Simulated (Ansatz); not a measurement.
Coupled-cluster run, C$_{3}$H$_{9}$BO, SMILES `BCC(C)O`.

```yaml
crystal:
  periodic: [false, false, false]
  atoms:
    - {symbol: B, position_ang: [-0.989415, 1.947608, 0.099146]}
    - {symbol: C, position_ang: [-0.655818, 0.498244, 0.547891]}
    - {symbol: C, position_ang: [0.434903, -0.188313, -0.249130]}
    - {symbol: C, position_ang: [0.780666, -1.571488, 0.265737]}
    - {symbol: O, position_ang: [-0.054810, -0.247357, -1.583445]}
    - {symbol: H, position_ang: [-2.044721, 2.446194, 0.369643]}
    - {symbol: H, position_ang: [-0.164135, 2.616819, -0.455043]}
    - {symbol: H, position_ang: [-1.544158, -0.141672, 0.601382]}
    - {symbol: H, position_ang: [-0.326455, 0.615286, 1.595726]}
    - {symbol: H, position_ang: [1.335638, 0.443869, -0.219315]}
    - {symbol: H, position_ang: [-0.104880, -2.211760, 0.253894]}
    - {symbol: H, position_ang: [1.160949, -1.522819, 1.289232]}
    - {symbol: H, position_ang: [1.551916, -2.042041, -0.351891]}
    - {symbol: H, position_ang: [0.607422, -0.671670, -2.134926]}
basis:
  gaussian: {orbitals: def2-TZVPP}
correlation: {method: ccsd_t}
```

```sh
$ ansatz run in.yaml --threads 4 --pin off --events-out ev --progress --plain --max-ram 10444MiB
```

The program prints (abridged):

```
Functional definition: HF
1651 factors; integrals over basis functions are off by at most 9.3e-4 eV
mean field evaluation 1: about -5939.7941 eV, gradient 4.2e1 eV
mean field evaluation 2: about -5940.0097 eV, gradient 4.2e1 eV
mean field evaluation 4: about -5944.4044 eV, gradient 4.8e0 eV
mean field evaluation 8: about -5944.4767 eV, gradient 2.6e-1 eV
mean field -5944.47697656 eV, -218.4554995773 hartree, gradient 1.7e-6 eV, S^2 0.000000; 0 other end points of the search recorded, 0 dependent functions left out
5 core orbitals not correlated: weight in the atoms' cores, before any rotation towards them, 1.000 or more for the frozen orbitals, at most 0.000 for the correlated occupied ones
reference -5944.47697656 eV, -218.4554995773 hartree; 15, 15 occupied and 261, 261 virtual orbitals, 1651 factors
second order -23.60338070 eV of doubles, -0.00000000 eV of singles
cycle   1  -24.29836320 eV  change   -6.9e-1 eV  update   9.5e-2
cycle   2  -24.86734757 eV  change   -5.7e-1 eV  update   2.7e-2
cycle   3  -24.97021125 eV  change   -1.0e-1 eV  update   1.2e-2
cycle   4  -24.96418850 eV  change    6.0e-3 eV  update   2.8e-3
cycle   5  -24.96363907 eV  change    5.5e-4 eV  update   1.3e-3
cycle   6  -24.96397690 eV  change   -3.4e-4 eV  update   4.0e-4
cycle   7  -24.96379484 eV  change    1.8e-4 eV  update   1.8e-4
cycle   8  -24.96373689 eV  change    5.8e-5 eV  update   5.8e-5
cycle   9  -24.96374610 eV  change   -9.2e-6 eV  update   2.4e-5
perturbative correction -0.92628373 eV, -0.0340402991 hartree
Total energy: -5970.36700638 eV, -219.4069406245 hartree
```

It took 2.8 min on 4 threads of an AMD EPYC 7B13 on a shared host, with 8.6 GiB of host memory at the peak.

Correlation energy per correlated electron: -0.863 eV. T1 diagnostic: 0.0099.
